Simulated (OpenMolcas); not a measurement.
## N2+: CASPT2 settings compared

```yaml
Program: OpenMolcas
Basis: ANO-R1 [3s2p1d]
Scalar_Hamiltonian: X2C, finite nucleus
Active_space: 3 electrons in 8 orbitals (2s 2p 3s 3p)
State_averaging: 2S+1 = 2 odd, 3 roots; 2S+1 = 4 odd, 1 root kept (CI in the orbitals of an earlier block, 0 in the spin-orbit step); 2S+1 = 2 even, 9 roots; 2S+1 = 4 even, 3 roots kept (CI in the orbitals of an earlier block)
Spin-orbit_coupling: state interaction with AMFI integrals over the reference wave functions, term energies averaged over their components
```

Methods on the same reference wave functions:
A. CASSCF
B. SS-CASPT2, IPEA 0.3 Eh, sigma1 regulariser 0.15 Eh (closed shells correlated: 1s)
C. XMS-CASPT2, IPEA 0.75 Eh, no level shift (closed shells correlated: 1s)
D. XMS-CASPT2, IPEA 0.5 Eh, real shift 0.5 Eh (closed shells correlated: 1s)

Energies in eV above 2s2 2p 2P* 1/2, the measured ground level; measured values from Moore, Selected Tables of Atomic Spectra, NSRDS-NBS 3, section 5.

```
         Level        A       B       C       D  Measured
2s2 2p 2P* 1/2   0.0000  0.0000  0.0000  0.0000    0.0000
2s2 2p 2P* 3/2   0.0202  0.0202  0.0202  0.0202    0.0216
 2s 2p2 4P 1/2   6.2808   6.629   6.644   6.641          
 2s 2p2 4P 3/2   6.2878   6.636   6.651   6.648    7.0977
 2s 2p2 4P 5/2   6.2994   6.647   6.663   6.659    7.1078
 2s 2p2 2D 3/2  12.9418  12.437  12.396  12.419   12.5262
 2s 2p2 2D 5/2  12.9423  12.438  12.396  12.419   12.5254
 2s 2p2 2S 1/2  16.4366  16.458  16.495  16.491   16.2425
```

Deviations, from unrounded energies. A percentage is the sum of absolute deviations over the sum of measured energies, with the sign that they share, or ± where signs differ.

| Against measurement | Levels | A | B | C | D |
| --- | --- | --- | --- | --- | --- |
| mean absolute deviation (cm-1) | 6 | 3600 | 1800 | 1900 | 1800 |
| fine structure of the ground term (%) | 1 | -6.6 | -6.6 | -6.6 | -6.6 |
| other configurations (%) | 5 | ±4.8 | ±2.4 | ±2.5 | ±2.5 |

B, D lie about equally close to measurement and A furthest from it. The largest miss of B in the table is 2s 2p2 4P 3/2, by -3700 cm-1. The ranking rests on the paired levels alone, and a cruder setting can come out closer through cancelling errors.

Among B to D the level of the table that moves most is 2s 2p2 2D 5/2, by 340 cm-1 (lowest in C, highest in B). Moves below CASPT2's spread within the term are not significant.

The lowest spin-free term lies below A's lowest term by 0.023 hartree in B, 0.024 hartree in C, 0.024 hartree in D.

Term energies are means over components that CASPT2 splits; among the terms shown or strongly mixed into the levels shown the widest spread is 92 cm-1 (2s 2p2 2D, C). Terms from blocks run as CI alone lack orbitals of their own. Active for correlation alone: 3p 3s; no level in the range computed is led by a configuration that fills them, so any true level of that kind is missing. Measured partners are found by configuration, term and J. A level has none where our copy of the source lacks it or the pairing is in doubt (some pairs that miss far off the trend of their configuration count as doubtful), and it then counts in no deviation. Only configurations of the active space appear. The table leaves out levels that lie high or whose names do not pair safely across all columns.

* marks odd parity.
